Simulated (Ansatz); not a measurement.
Consider the cleavage of the Si–B bond: `[SiH3]B[CH2][SnH3]` + `OB(O[SiH3])O[SiH3]` → `[SiH3]OB(O[SiH3])O[SiH3]` + `B[CH2][SnH3]`.

Isolated molecules relaxed with PBE0-D4/def2-TZVP in Ansatz; ΔE leaves out vibrations. CCSD(T)/CBS adds triple-zeta CCSD(T) − MP2 to the extrapolated MP2 energy (def2 sets, frozen cores). DFT in def2-TZVPP. B3LYP here is the variant with VWN-RPA as its local correlation; programs differ in this. Elements past krypton have def2 core potentials. For Sn outer-core shells are correlated without core-valence functions, which leaves a few kJ/mol of doubt a bond. One conformer a species, not always the lowest.

```tsv
level	ΔE (kJ/mol)	difference from CCSD(T)/CBS
PBE-D4	-88.0	24.1
r2SCAN-D4	-107.1	5.0
PBE0-D4	-96.3	15.8
ωB97M-V	-114.0	-1.9
PBE	-90.4	21.7
r2SCAN	-107.2	4.9
PBE0	-98.3	13.8
B3LYP	-117.9	-5.8
HF/def2-TZVPP	-146.1	-34.0
CCSD/def2-TZVPP	-118.3	-6.2
CCSD(T)/def2-TZVPP	-114.1	-2.0
MP2/def2-QZVPP	-119.0	-6.9
SCS-MP2/def2-QZVPP	-124.8	-12.7
HF/CBS(def2)	-148.1	-36.0
MP2/CBS(def2)	-117.5	-5.4
CCSD/CBS(def2)	-116.3	-4.2
CCSD(T)/CBS	-112.1	0
```

Largest T1 diagnostic among the species: 0.013.

In def2-TZVPP, CCSD(T) changes the Hartree–Fock value by +32.0 kJ/mol (the triples alone add +4.2 kJ/mol) and MP2 by +26.6 kJ/mol. From PBE to PBE0 (25 % exact exchange), in def2-TZVPP and without D4, ΔE moves by −7.9 kJ/mol.
